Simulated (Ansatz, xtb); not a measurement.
## Relative energy of two isomers of BH7OSeSi

Structure I: `[BH3-][SeH+][SiH2]O`, a singlet. Structure II: `[BH3-][OH+][SiH2][SeH]`, a singlet. Both are isolated molecules in the gas phase, relaxed with r2SCAN-D4/def2-SVP; the shapes shown needn't be the lowest conformers.

I (Å):

```xyz
11

B    -0.3142    1.9484    0.3722
O     1.8604    0.6149   -1.4510
Se    1.3397    1.3571    1.6431
Si    1.9979   -0.1790   -0.0166
H    -0.6840    0.9152   -0.1650
H     0.2694    2.7332   -0.3566
H    -1.1066    2.4511    1.1393
H     0.6872    0.3138    2.4569
H     3.4234   -0.5431    0.1629
H     1.0919   -1.3431    0.1792
H     1.0172    1.0882   -1.5597
```

II (Å):

```yaml
atoms:
  - { symbol: B, position_ang: [0.1273, 1.2898, 1.8036] }
  - { symbol: O, position_ang: [-0.7147, 2.5847, 1.1530] }
  - { symbol: Se, position_ang: [-1.4027, 0.9314, -1.6607] }
  - { symbol: Si, position_ang: [-2.0416, 2.1169, 0.1493] }
  - { symbol: H, position_ang: [-0.6954, 0.3888, 1.6822] }
  - { symbol: H, position_ang: [0.3528, 1.6119, 2.9523] }
  - { symbol: H, position_ang: [1.0990, 1.1648, 1.0786] }
  - { symbol: H, position_ang: [-0.1099, 3.2695, 0.8316] }
  - { symbol: H, position_ang: [-2.5955, 3.3887, -0.3892] }
  - { symbol: H, position_ang: [-2.9583, 1.4289, 1.0797] }
  - { symbol: H, position_ang: [-0.9088, -0.1731, -0.8215] }
```

Quicker runs give these differences E(II) − E(I): GFN2-xTB −7.35 kJ/mol; HF/STO-3G −103.81 kJ/mol (at GFN2-xTB geometries); r2SCAN-D4/def2-SVP//GFN2-xTB +14.45 kJ/mol.

**Question.** Estimate E(II) − E(I) at the level CCSD(T)/def2-SVP + ΔMP2/def2-TZVPP.

**Answer.** Not settled: CCSD(T)/def2-SVP + ΔMP2/def2-TZVPP gives E(II) − E(I) = +7.45 kJ/mol, but this leans on the basis-set step: CCSD(T) alone gives −10.79 kJ/mol.

How the difference moves with the method:

```
                             level            geometry  E(II) − E(I) (kJ/mol)  departure from the last row (kJ/mol)  job, with rough time for the two
                          GFN2-xTB            GFN2-xTB                   −7.35                                −14.80              optimisation, 0.27 s
                         HF/STO-3G            GFN2-xTB                 −103.81                               −111.26              single point, 0.44 s
      r2SCAN-D4/def2-SVP//GFN2-xTB            GFN2-xTB                  +14.45                                 +7.00               single point, 4.7 s
                r2SCAN-D4/def2-SVP  r2SCAN-D4/def2-SVP                   +1.71                                 −5.74                optimisation, 91 s
                       HF/def2-SVP  r2SCAN-D4/def2-SVP                  −22.85                                −30.30           part of the CCSD(T) run
                      MP2/def2-SVP  r2SCAN-D4/def2-SVP                   −9.33                                −16.78           part of the CCSD(T) run
                  CCSD(T)/def2-SVP  r2SCAN-D4/def2-SVP                  −10.79                                −18.24                      single point
CCSD(T)/def2-SVP + ΔMP2/def2-TZVPP  r2SCAN-D4/def2-SVP                   +7.45                                                      single point, 42 s
```

As drawn, II has 1 B–O in place of 1 B–Se.

GFN2-xTB, HF/STO-3G, HF/def2-SVP, MP2/def2-SVP, CCSD(T)/def2-SVP put the two in the other order. r2SCAN-D4/def2-SVP finds them nearly level. The largest departure from CCSD(T)/def2-SVP + ΔMP2/def2-TZVPP is that of HF/STO-3G, 111.26 kJ/mol. The last row adds to CCSD(T) the change of the MP2 difference between the two basis sets, here +18.24 kJ/mol, a large step that makes the value less sure.

With harmonic frequencies from r2SCAN-D4/def2-SVP (ideal gas, rigid rotor, one conformer each, 600 K, 1 atm): the zero-point term adds +2.24 kJ/mol; ΔH is +9.38 and ΔG +8.87 kJ/mol.

The correlated steps freeze 16 core orbitals; the filled d shell of Se is correlated, in a basis made for valence electrons. Codes used: Ansatz 0.2.0, xtb 6.7.1; the last row on 2 threads of Arm Neoverse V1 on a shared host.
